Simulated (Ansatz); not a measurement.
mer-ScBr3(H2O)3 (ScBr₃O₃H₆), relaxed as a singlet with RKS PBE0-D4/def2-SVP in Ansatz, starting from the GFN2-xTB geometry. Force threshold 0.02 eV/Å.

Start:

```xyz
13

Br    0.387   -2.472    0.052
Br   -0.348    2.488   -0.118
Br   -2.680   -0.436   -1.201
O     1.693    0.285    0.824
O     0.565   -0.018   -2.396
O    -1.341   -0.116    2.003
Sc   -0.393   -0.060   -0.197
H     2.317   -0.408    1.098
H     2.089    1.144    1.043
H     0.481    0.715   -3.027
H     0.718   -0.816   -2.929
H    -1.652   -0.924    2.443
H    -1.835    0.617    2.404
```

| step | energy (eV) | largest force component (eV/Å) | SCF passes |
| --- | --- | --- | --- |
| 1 | -237018.4984 | 0.501 | 15 |
| 2 | -237018.7719 | 0.924 | 19 |
| 3 | -237018.9120 | 0.734 | 20 |
| 4 | -237018.9388 | 0.179 | 21 |
| 5 | -237018.9569 | 0.197 | 20 |
| 6 | -237018.9701 | 0.059 | 20 |
| 7 (rejected) | -237018.9175 | 1.287 | 20 |
| 8 | -237018.9778 | 0.065 | 20 |
| 9 | -237018.9824 | 0.316 | 19 |
| 10 | -237018.9852 | 0.475 | 20 |
| 11 | -237019.0063 | 0.212 | 20 |
| 12 | -237019.0102 | 0.266 | 20 |
| 13 (rejected) | -237019.0024 | 0.783 | 19 |
| 14 | -237019.0158 | 0.019 | 20 |
| 15 | -237019.0166 | 0.100 | 21 |
| 16 | -237019.0169 | 0.054 | 22 |
| 17 | -237019.0169 | 0.012 | 21 |

Force components are those of the run's own axes.

End:

```xyz
13

Br    0.3713   -2.3092    0.1123
Br   -0.2294    2.6346    0.5028
Br   -2.4974    0.0306   -1.3211
O     1.8611    0.3648    0.4621
O     0.5471    0.0012   -2.1984
O    -1.2000   -0.1559    1.8016
Sc   -0.2723    0.1943   -0.1537
H     2.1852   -0.4173    0.9309
H     2.0229    1.1627    0.9860
H    -0.2577   -0.0543   -2.7414
H     0.9452   -0.8837   -2.2316
H    -1.5738   -1.0479    1.8527
H    -1.9023    0.4803    1.9978
```

By distances, no bond broke or formed. The bond that changes most is O6–Sc7, from 2.40 to 2.19 Å (atoms count from 1).

The force fell under the threshold at step 14, but the optimiser went on. No frequencies were taken in this run, so the end may be a saddle point.

Run time 2.4 min (4 threads of Arm Neoverse V1 on a shared host), peak host memory 0.82 GiB.
